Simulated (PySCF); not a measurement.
Method: B3LYP in PySCF with Ir def2-SVP with ECP60, Cl def2-SVP; scalar-relativistic core potentials, no spin–orbit coupling; density-fitted integrals. Open shells, if any, are unrestricted.

Question: What spin state, shape and geometry does isolated IrCl₃⁺ take (every ligand bound to Ir)?

Answer: Formally Ir is in oxidation state +4, d5, with 3 unpaired electrons (the high-spin count would be 5). The Mulliken spin on Ir is 1.71. The polar-tensor charge on Ir, 1.17, is far below the formal one. The lowest minimum found is a quartet of C2v symmetry with Ir–Cl 2.163 Å, Ir–Cl 2.201 Å (×2); Cl–Ir–Cl 106.4° (×2), Cl–Ir–Cl 147.3°. Its harmonic wavenumbers are 77 (b2), 95 (b1), 105 (a1), 412 (a1), 426 (b2), 437 (a1) cm⁻¹ and its dipole moment is 0.34 D about the centre of mass.

This need not be the most stable arrangement of these atoms. Other spin states or occupations of the open shell can lie lower. Spin–orbit coupling, left out here, can matter for elements this heavy.
